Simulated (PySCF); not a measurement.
Compound: C4H8F3NSi.
Numbering: `[F:1][CH2:2][Si@@H:3]1[CH2:4][C@@H:5]([CH:6]([F:7])[F:8])[NH:9]1` (hydrogens: H10, H11 on C2; H12 on Si3; H13, H14 on C4; H15 on C5; H16 on C6; H17 on N9)

Geometry (GFN2-xTB, Å), atoms numbered from 1 in this order:
```
atom  x, y, z in Å
F1     3.221    1.767   -0.294
C2     2.688    0.496   -0.210
Si3    0.898    0.619    0.453
C4    -0.005   -0.946    1.076
C5    -1.047   -0.682   -0.017
C6    -2.328   -0.076    0.546
F7    -2.051    0.974    1.359
F8    -3.000   -0.976    1.303
N9    -0.275    0.283   -0.774
H10    3.351   -0.063    0.452
H11    2.750    0.070   -1.213
H12    0.782    1.807    1.297
H13   -0.418   -0.919    2.077
H14    0.499   -1.896    0.935
H15   -1.335   -1.555   -0.615
H16   -3.016    0.285   -0.236
H17   -0.721    0.824   -1.498
```

Computed at PBE0/pcSseg-1 (PySCF, non-relativistic), with Q(14N) = 0.02044 b: N9, 14N (I = 1): χzz = -4.758 MHz, η = 0.445.

Task: Find the zero-field quadrupole resonance frequencies of 14N at N9.

Result: From ν± = (3/4)|χ|(1 ± η/3) and ν0 = |χ|η/2: ν+ 4.098 MHz, ν− 3.039 MHz, ν0 1.060 MHz (silicon-bound nitrogen).

In a crystal, neighbours and librations shift these lines. One conformer (not necessarily the lowest) at the GFN2-xTB geometry, without solvent, vibrations or thermal averaging. GFN2-xTB bond lengths can be off by several hundredths of an ångström, more for odd bonds, and the gradients follow them. The basis is small and wasn't made for field gradients, so the couplings can be 20 % off.

These values come from a run that also computed NMR shieldings. The run took 85 s of wall time on an Intel Xeon at 2.50 GHz with one thread, on a shared host, and the process peaked at 0.88 GiB of memory.
